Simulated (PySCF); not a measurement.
Gas-phase reaction: ZnH2 ⇌ Zn + 2 H

Energies from PySCF, thermal terms from the rigid-rotor harmonic-oscillator model, ideal gas at 1 bar. † marks an energy on the PBE0/def2-TZVP geometry and frequencies; other levels use their own. 6-31G* has spherical d functions here. Open shells (unrestricted): H (multiplicity 2); the rest are closed-shell singlets. B3LYP is the form with VWN-RPA correlation. Zn: all electrons, no relativistic terms. ZnH2: computed as isolated molecules; such fragments, hydroxides, amides, oligomers or adducts are transient or little studied in the gas. The harmonic model lacks anharmonicity and excited electronic states, which grow with temperature; levels with a mode under 35 cm⁻¹ are left out.

| level | ΔE electronic, kJ | ΔH°(298 K), kJ | ΔS°(298 K), J/K | ΔG°(800 K), kJ |
|---|---|---|---|---|
| B3LYP/6-31G* | 464 | 445 | 187 | 289 |
| HF/6-31G* | 328 | 309 | 188 | 153 |
| PBE/def2-SVP | 428 | 407 | 189 | 250 |
| PBE0/def2-QZVP† | 430 | 409 | 189 | 251 |
| PBE0/def2-SVP† | 429 | 408 | 189 | 250 |
| r2SCAN/def2-TZVP† | 449 | 428 | 189 | 270 |
| ωB97X-V/def2-TZVP† | 452 | 431 | 189 | 273 |
ΔH° is lowest at HF/6-31G* and highest at B3LYP/6-31G*. No reference value is set beside these.
